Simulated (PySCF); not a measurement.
## Correlation energy of Br²⁺ (bromine, charge +2)

[Ar] 3d10 4s2 4p3, high-spin 4S determinant. Calculation: PySCF 2.14, in x2c-TZVPPall (6s5p4d1f, 48 functions); scalar relativity by spin-free X2C-1e. Frozen: [Ne]; 23 electrons correlated.

```
  level  correlation energy (mhartree)
   CCSD                        -260.05
    (T)                          -6.07
CCSD(T)                        -266.12
```

Diagnostics: T1 = 0.0031, D1 = 0.0066, largest double amplitude 0.049.

Is a single reference adequate?

Yes, within this model without spin-orbit coupling: T1 lies below 0.03 and no double amplitude reaches 0.07.

This basis was not built for core-valence correlation, so the inner-shell part is incomplete.
